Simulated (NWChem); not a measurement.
System: CHF2NOSi; SMILES O([SiH](F)F)C#N

The following NWChem deck was run.

```
start job
memory heap 200 mb stack 900 mb global 1100 mb
geometry units angstroms noautosym nocenter noautoz
  N      0.233126    -2.952897    -0.124425
  C     -0.110857    -1.865207     0.086140
  O     -0.519287    -0.675493     0.336570
  Si    -0.006682     0.779595    -0.329765
  F      1.423905     1.127773     0.284286
  F     -1.074402     1.836569     0.198238
  H      0.043961     0.709524    -1.792285
end
basis spherical
  N library 6-31g*
  C library 6-31g*
  O library 6-31g*
  Si library 6-31g*
  F library 6-31g*
  H library 6-31g*
end
dft
  xc xpbe96 cpbe96
  iterations 150
end
cosmo
  do_cosmo_smd true
  solvent cychexan
end
task dft energy
```

Geometry: optimised at PBE0/def2-SVP. Solvent: cyclohexane.

Level: PBE/6-31G* with SMD (1 M gas to 1 M solution), gas-phase geometry. Reactions with the solvent are ignored.

Question: Predict the main results of this run. (PBE/6-31G* (spherical d), SMD on the gas-phase geometry.) Quantities: solvation free energy (kcal/mol); cavity-dispersion-structure term (kcal/mol); dipole in solution (D).

Answer: 
```json
{
 "solvation free energy (kcal/mol)": "-0.7",
 "cavity-dispersion-structure term (kcal/mol)": "2.1",
 "dipole in solution (D)": "3.77"
}
```
